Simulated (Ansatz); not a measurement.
A nudged elastic band was laid between two geometries of BFH₅NSi (9 atoms, charge 0, multiplicity 1).

Computed with RKS PBE-D4/6-31G* (Ansatz 0.2.0).

| Property | Result |
| --- | --- |
| movable images | 7 |
| climbing image | yes |
| spring | 0.1 eV/Å² |
| optimiser | quadratic models (default) |
| start path | through a guess of the saddle point |
| force threshold | 0.03 eV/Å |
| iteration limit | 60 |
| end points | relaxed |

Initial state:

```xyz
9
Properties=species:S:1:pos:R:3
F 0.618 -0.325 -1.988
B 1.024 0.566 -1.057
N 0.407 0.527 0.215
Si -0.869 -0.608 0.690
H 1.891 1.355 -1.341
H 0.724 1.205 0.908
H -2.089 -0.455 -0.164
H -0.403 -2.029 0.607
H -1.215 -0.282 2.112
```

Final state:

```xyz
9
Properties=species:S:1:pos:R:3
F -0.074 0.186 -2.199
B 0.577 0.111 -1.000
N -0.198 0.761 0.206
Si -0.129 -1.182 0.487
H 1.776 0.260 -0.939
H 0.309 1.383 0.841
H -1.131 1.132 -0.002
H 0.549 -1.255 1.833
H -1.592 -1.443 0.755
```

Which bonds break or form, and what moves?

Bonds broken: Si4–H7. Bonds formed: B2–Si4, N3–H7.

What energy profile does the band end with?

The run converged. The highest image is number 4 of 0 to 8, 284.5 kJ/mol above the first end and 138.6 kJ/mol above the last; the last end lies 145.9 kJ/mol above the first. The profile has 2 maxima (images 4, 7) with wells between them (image 6): this band takes more than one step, which may be the mechanism or a detour left from its start path. Neighbouring images differ by up to 1.4 eV, so the band resolves the path poorly. Another band between the same ends (7 images) ends at a top of the same energy, where a vibrational analysis finds 1 clearly imaginary mode. The orbitals stay closed-shell, which can raise the energy where a bond breaks towards radicals; this wasn't checked here.

```
image  path coordinate (Å)  energy (kJ/mol)  Si4–H7 (Å)  B2–Si4 (Å)  N3–H7 (Å)
    0                 0.00              0.0        1.50        2.83       2.71
    1                 0.55              0.7        1.50        2.84       2.71
    2                 1.11             24.1        1.49        2.80       2.44
    3                 1.66            150.5        1.49        2.89       1.91
    4                 2.21            284.5        1.65        3.13       1.34
    5                 3.72            184.8        2.50        3.00       1.02
    6                 5.23            169.6        2.65        2.31       1.02
    7                 6.74            187.5        2.66        2.48       1.03
    8                 8.24            145.9        2.57        2.09       1.03
```

What is the geometry of the highest image?


```xyz
9
Properties=species:S:1:pos:R:3
F 0.809 -0.620 -1.848
B 0.945 0.448 -1.049
N 0.085 0.557 0.091
Si -1.195 -0.846 0.839
H 1.767 1.290 -1.315
H 0.196 1.383 0.687
H -1.220 0.451 -0.173
H -0.428 -2.086 0.450
H -0.872 -0.622 2.301
```

The run took 6.4 min on 1 CPU thread of a shared host.
